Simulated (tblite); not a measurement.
C4H11PSi2.
SMILES with atom numbers: `[CH3:1][SiH2:2][P:3]1[C:4]([CH3:5])=[C:6]1[SiH3:7]` (hydrogens: H8, H9, H10 on C1; H11, H12 on Si2; H13, H14, H15 on C5; H16, H17, H18 on Si7)

Computed with GFN2-xTB (tblite), gas phase: L-BFGS steps from a force-field or distance-geometry start until the largest atomic force falls under 0.01 eV/Å.

At the end of the run (lengths in Å): Si2–P3 2.254, C4=C6 1.305, C4–C5 1.466, C5–H15 1.090, Si7–H18 1.464, P3–C6 1.886, C6–Si7 1.859, Si2–P3–C6 100.1°, Si2–P3–C4 99.9°, P3–C6–Si7 142.6°, C4–C6–Si7 149.6°, C1–Si2–P3–C4 179°, Si2–P3–C4–C5 87°, P3–C4–C6–Si7 178°, H16–Si7–C6–C4 0°, H13–C5–C4–P3 61°.

Problem. These geometries were met on the way; a selection of coordinates is given. Order them by energy above the end point, lowest first.
A. Si2–P3 2.262, C4=C6 1.309, C4–C5 1.470, C5–H15 1.093, Si7–H18 1.464, P3–C6 1.880, C6–Si7 1.870, Si2–P3–C6 105.7°, Si2–P3–C4 104.8°, P3–C6–Si7 139.9°, C4–C6–Si7 151.4°, C1–Si2–P3–C4 172°, Si2–P3–C4–C5 85°, P3–C4–C6–Si7 -169°, H16–Si7–C6–C4 -22°, H13–C5–C4–P3 44°
B. Si2–P3 2.252, C4=C6 1.307, C4–C5 1.468, C5–H15 1.090, Si7–H18 1.463, P3–C6 1.883, C6–Si7 1.862, Si2–P3–C6 103.9°, Si2–P3–C4 102.2°, P3–C6–Si7 141.3°, C4–C6–Si7 150.3°, C1–Si2–P3–C4 171°, Si2–P3–C4–C5 88°, P3–C4–C6–Si7 -170°, H16–Si7–C6–C4 -18°, H13–C5–C4–P3 41°
C. Si2–P3 2.190, C4=C6 1.356, C4–C5 1.505, C5–H15 1.128, Si7–H18 1.497, P3–C6 1.854, C6–Si7 1.857, Si2–P3–C6 115.2°, Si2–P3–C4 111.9°, P3–C6–Si7 142.6°, C4–C6–Si7 148.9°, C1–Si2–P3–C4 172°, Si2–P3–C4–C5 74°, P3–C4–C6–Si7 180°, H16–Si7–C6–C4 -18°, H13–C5–C4–P3 51°
D. Si2–P3 2.284, C4=C6 1.310, C4–C5 1.470, C5–H15 1.087, Si7–H18 1.459, P3–C6 1.905, C6–Si7 1.873, Si2–P3–C6 107.8°, Si2–P3–C4 105.9°, P3–C6–Si7 138.9°, C4–C6–Si7 152.9°, C1–Si2–P3–C4 172°, Si2–P3–C4–C5 84°, P3–C4–C6–Si7 -173°, H16–Si7–C6–C4 -20°, H13–C5–C4–P3 44°
E. Si2–P3 2.252, C4=C6 1.312, C4–C5 1.483, C5–H15 1.089, Si7–H18 1.465, P3–C6 1.874, C6–Si7 1.888, Si2–P3–C6 111.3°, Si2–P3–C4 108.6°, P3–C6–Si7 140.0°, C4–C6–Si7 150.7°, C1–Si2–P3–C4 172°, Si2–P3–C4–C5 79°, P3–C4–C6–Si7 -177°, H16–Si7–C6–C4 -18°, H13–C5–C4–P3 49°

Solution. B (0.032 eV), A (0.056 eV), D (0.097 eV), E (0.188 eV), C (0.454 eV).

| step | E above end (eV) | rms distance from the end, all atoms (Å) | largest force (eV/Å) | rms shift of all bonds from the end (Å) |
| --- | --- | --- | --- | --- |
| 17 | 0.032 | 0.243 | 0.117 | 0.002 |
| 9 | 0.056 | 0.259 | 0.201 | 0.005 |
| 4 | 0.097 | 0.267 | 0.484 | 0.011 |
| 2 | 0.188 | 0.272 | 0.646 | 0.014 |
| 0 | 0.454 | 0.277 | 2.397 | 0.028 |

Rows stand in the order of the answer.
